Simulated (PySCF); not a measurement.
Ranking problems on computed properties.

Species are written as SMILES; each is one conformer at its optimised geometry, gas phase, non-relativistic unless stated. Electronic properties by PySCF.

Dipoles, sizes and rotational constants follow the conformer. The torsions of the flexible species, by atom-mapped SMILES:
- `[CH2:1]=[CH:2][CH2:3]/[C:4]([F:5])=[C:6](\[CH3:7])[C:8]#[N:9]`: C1–C2–C3–C4 -129°, C2–C3–C4–F5 -103°
- `[N:1]#[C:2][C:3]1=[C:4]([CH:5]2[CH2:6][CH2:7][CH2:8]2)[S:9][CH2:10][CH2:11]1`: C3–C4–C5–C6 132°
- `[N:1]#[C:2][Si:3]1([C:4](=[O:5])[OH:6])[SiH2:7][CH2:8][SiH2:9]1`: C2–Si3–C4–O5 -179°, H–O6–C4–Si3 -179°
- `[Cl:1][c:2]1[cH:3][cH:4][c:5](-[n:6]2[n:7][cH:8][cH:9][n:10]2)[cH:11][cH:12]1`: C4–C5–N6–N7 180°
- `[Cl:1][c:2]1[cH:3][cH:4][c:5](-[n:6]2[cH:7][n:8][n:9][cH:10]2)[cH:11][cH:12]1`: C4–C5–N6–C7 -33°
- `[CH3:1][CH2:2][C@@:3]1([F:4])[CH2:5][C@H:6]([F:7])[O:8]1`: C1–C2–C3–F4 -62°
- `[CH2:1]=[C:2]1[C@@H:3]([C:4]#[C:5][CH3:6])[C@H:7]1[O:8][SiH2:9][F:10]`: C3–C7–O8–Si9 26°, C7–O8–Si9–F10 162°
- `[CH2:1]=[CH:2][P:3]([CH3:4])[CH2:5][O:6][CH3:7]`: C1–C2–P3–C4 -140°, C2–P3–C5–O6 47°, P3–C5–O6–C7 -179°
- `[CH2+:1][CH:2][C:3](=[O:4])[CH2:5][CH2:6][F:7]`: C1–C2–C3–O4 154°, C2–C3–C5–C6 102°, C3–C5–C6–F7 -73°

Question: Rank by dipole moment, highest first (PBE0/pcSseg-1 at GFN2-xTB geometries).
A. `N#C[Si]1(C(=O)O)[SiH2]C[SiH2]1`
B. `CC[C@@]1(F)C[C@H](F)O1`
C. `Clc1ccc(-n2nccn2)cc1`
D. `N#CC1=C(C2CCC2)SCC1`
E. `C(#N)/C(C)=C(/CC=C)F`
F. `ClC1=CC=C(N2C=NN=C2)C=C1`

Answer: E (5.59 D), F (4.50 D), D (3.84 D), B (3.65 D), A (3.09 D), C (2.00 D).

By how much do the two ends of that ranking differ?

By 3.59 D, between `C=CC/C(F)=C(\C)C#N` and `Clc1ccc(-n2nccn2)cc1`.

Question: Rank by HOMO–LUMO gap, highest first (PBE0/pcSseg-1 at GFN2-xTB geometries).
A. `Clc1ccc(-n2cnnc2)cc1`
B. `C1(C#N)=C(C2CCC2)SCC1`
C. `CC[C@@]1(F)C[C@H](F)O1`
D. `ClC1=CC=C(N2N=CC=N2)C=C1`
E. `N#C[Si]1(C(=O)O)[SiH2]C[SiH2]1`
F. `C=C1[C@@H](C#CC)[C@H]1O[SiH2]F`

Answer: C (10.12 eV), F (6.62 eV), E (6.35 eV), A (5.84 eV), D (5.40 eV), B (5.26 eV).

Question: Rank by HOMO energy, highest first (PBE0/pcSseg-1 at GFN2-xTB geometries).
A. `ClC1=CC=C(N2N=CC=N2)C=C1`
B. `C=C1[C@@H](C#CC)[C@H]1O[SiH2]F`
C. `N#C[Si]1(C(=O)O)[SiH2]C[SiH2]1`
D. `CC[C@@]1(F)C[C@H](F)O1`
E. `C=CC/C(F)=C(\C)C#N`
F. `Clc1ccc(-n2cnnc2)cc1`
G. `C1(CCSC=1C1CCC1)C#N`

Answer: G (-6.42 eV), A (-6.84 eV), B (-7.19 eV), F (-7.31 eV), E (-7.54 eV), C (-8.07 eV), D (-8.95 eV).

By how much do the two ends of that ranking differ?

By 2.53 eV, between `N#CC1=C(C2CCC2)SCC1` and `CC[C@@]1(F)C[C@H](F)O1`.

Question: Rank by smallest rotational constant, highest first (GFN2-xTB).
A. `c1(-n2nccn2)ccc(Cl)cc1`
B. `C(C(=O)[CH][CH2+])CF` [radical]
C. `C/C(C#N)=C(/F)CC=C`
D. `C(P(C)C=C)OC`

Answer: B (1.592 GHz), D (1.162 GHz), C (0.819 GHz), A (0.345 GHz).
